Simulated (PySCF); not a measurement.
Species: C2H11FSSi3.
Z-matrix (Å and degrees, GFN2-xTB geometry), rows numbered from 1:
```
F 
C   1  1.3811
C   2  1.5138  1  110.51
Si  3  1.9131  2  112.34  1    57.94
Si  4  2.3172  3  110.16  2   -61.80
S   5  2.1723  4  109.49  3  -161.55
Si  6  2.1320  5  104.27  4   -67.04
H   2  1.0945  1  106.24  3   121.11
H   2  1.0955  1  106.12  3  -122.27
H   3  1.0903  2  108.87  1   -64.53
H   3  1.0887  2  107.59  1   179.83
H   4  1.4763  3  105.60  2    61.39
H   4  1.4703  3  105.41  2   173.28
H   5  1.4592  4  116.07  3   -49.04
H   5  1.4624  4  115.58  3    80.48
H   7  1.4509  6  103.86  5  -175.06
H   7  1.4599  6  108.04  5    64.67
H   7  1.4586  6  109.02  5   -54.90
```

The calculation used TDDFT CAM-B3LYP/def2-SVPD, vertical, gas phase, core orbitals frozen in the response (PySCF).

Frontier orbitals with the atoms that hold most of them (Löwdin shares over 4%, at most four atoms; ? is withheld):

| orbital | ε (eV) | atoms |
| --- | --- | --- |
| HOMO-3 | -10.53 | Si5 25%, Si4 22%, S6 11%, H13 10% |
| HOMO-2 | -10.29 | C3 22%, S6 15%, Si4 14%, C2 8% |
| HOMO-1 | -9.44 | ? |
| HOMO | -8.20 | ? |
| LUMO | ? | Si5 18%, Si4 16%, S6 16%, Si7 10% |
| LUMO+1 | 0.97 | Si5 25%, Si4 24%, H12 8%, Si7 8% |
| LUMO+2 | 1.04 | Si4 16%, Si5 12%, S6 12%, Si7 11% |

Question: Which atoms hold the HOMO, and with what shares?

Answer: S6 (bonded to 2 Si) 64%; Si5 (bonded to S, Si and 2 H) 10%; Si7 (bonded to S and 3 H) 8%; Si4 (bonded to C, Si and 2 H) 6%. By element: sulfur 64%, silicon 24%.

Question: Give the leading atoms of the HOMO-1.

Answer: S6 (bonded to 2 Si) 52%; Si5 (bonded to S, Si and 2 H) 14%; Si7 (bonded to S and 3 H) 8%; Si4 (bonded to C, Si and 2 H) 8%. By element: sulfur 52%, silicon 30%.

Question: What is the LUMO energy, and the HOMO–LUMO gap?

Answer: ε(LUMO) = 0.43 eV; the gap is 8.63 eV (0.3172 hartree).

Question: How does S1 compare with the orbital gap of 8.63 eV?

Answer: S1 is at 5.52 eV (f = 0.017), 3.11 eV below the gap, made of HOMO→LUMO (90%). Without the coupling terms of the response equations the lowest excitation would equal the gap.

Question: One configuration dominates each of S1 and S2. Which, and how do the shares of the two leading atoms of either orbital change from the occupied to the empty one?

Answer: 
- S1 (5.52 eV, f 0.017), HOMO→LUMO (90%): S6 64% → 16%, Si5 10% → 18%, Si4 6% → 16%
- S2 (6.06 eV, f 0.0014), HOMO→LUMO+1 (75%): S6 64% → at most 8%, Si5 10% → 25%, Si4 6% → 24%

Löwdin shares depend on the basis, the more so with diffuse functions.

One conformer stands for the species.

Without π bonds the low states are Rydberg-like; a valence basis with one diffuse set may place them up to an eV too high.
